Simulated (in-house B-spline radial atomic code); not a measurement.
Ionisation energies along the 9-electron series, configuration 1s2 2s2 2p1/2(2) 2p3/2(3), as differences of self-consistent energies. Dirac energy differences include first-order Breit, QED and recoil terms. NIST's values go from ground level to ground level; the uncertainty of those that are theory runs from under 0.1 % in few-electron ions to several per cent in heavy many-electron ones. Computed with a radial B-spline atomic code at the basis-set limit: Dirac-Hartree-Fock, jj configuration that fills j = l - 1/2 first, finite nuclei.

A number in brackets counts the electrons of a j subshell.

```tsv
ion	configuration after	ionisation energy (eV)	IE/(q+1)² (eV)	-ε less Coulomb ΔSCF (eV)	Breit and QED recoil part (eV)	tabulated value (eV)	computed minus tabulated (eV)
Rh36+	[He] 2s2 2p1/2(2) 2p3/2(2)	5203.6	3.801	2.5652	-4.3714	5203	1
Pd37+	[He] 2s2 2p1/2(2) 2p3/2(2)	5475.0	3.7915	2.5664	-4.7145	5475	0
Ag38+	[He] 2s2 2p1/2(2) 2p3/2(2)	5753.3	3.7826	2.5676	-5.0754	5753	0
Cd39+	[He] 2s2 2p1/2(2) 2p3/2(2)	6038.6	3.7741	2.5688	-5.4537	6039	0
In40+	[He] 2s2 2p1/2(2) 2p3/2(2)	6330.9	3.7661	2.57	-5.8509	6331	0
Sn41+	[He] 2s2 2p1/2(2) 2p3/2(2)	6630.2	3.7586	2.5713	-6.2668	6631	-1
Sb42+	[He] 2s2 2p1/2(2) 2p3/2(2)	6936.5	3.7515	2.5726	-6.7023	6929	7
Te43+	[He] 2s2 2p1/2(2) 2p3/2(2)	7249.8	3.7447	2.5739	-7.157	7243	7
I44+	[He] 2s2 2p1/2(2) 2p3/2(2)	7570.1	3.7383	2.5753	-7.6329	7563	7
Xe45+	[He] 2s2 2p1/2(2) 2p3/2(2)	7897.5	3.7323	2.5766	-8.1288	7889	8
Cs46+	[He] 2s2 2p1/2(2) 2p3/2(2)	8231.9	3.7265	2.578	-8.6463	8224	8
Ba47+	[He] 2s2 2p1/2(2) 2p3/2(2)	8573.4	3.7211	2.5794	-9.185	8565	8
La48+	[He] 2s2 2p1/2(2) 2p3/2(2)	8921.9	3.7159	2.5808	-9.7461	8914	8
Ce49+	[He] 2s2 2p1/2(2) 2p3/2(2)	9277.6	3.711	2.5822	-10.33	9269	9
Pr50+	[He] 2s2 2p1/2(2) 2p3/2(2)	9640.3	3.7064	2.5836	-10.936	9632	8
Nd51+	[He] 2s2 2p1/2(2) 2p3/2(2)	10010.2	3.702	2.5851	-11.566	10002	8
Pm52+	[He] 2s2 2p1/2(2) 2p3/2(2)	10387.2	3.6978	2.5865	-12.22	10378	9
Sm53+	[He] 2s2 2p1/2(2) 2p3/2(2)	10771.3	3.6939	2.5879	-12.898	10762	9
Eu54+	[He] 2s2 2p1/2(2) 2p3/2(2)	11162.6	3.6901	2.5893	-13.601	11153	10
Gd55+	[He] 2s2 2p1/2(2) 2p3/2(2)	11561.1	3.6866	2.5908	-14.329	11552	9
Tb56+	[He] 2s2 2p1/2(2) 2p3/2(2)	11966.7	3.6832	2.5922	-15.083	11957	10
Dy57+	[He] 2s2 2p1/2(2) 2p3/2(2)	12379.5	3.68	2.5936	-15.862	12370	10
```

(1) How far is this level of theory from the measured and semi-empirical values?

Results:

(1) Over those 6 rows the differences run from -0.83 to +0.582 eV (mean absolute value 0.38 eV). The calculation leaves out correlation and, in open shells, the multiplet splittings that an average leaves out.
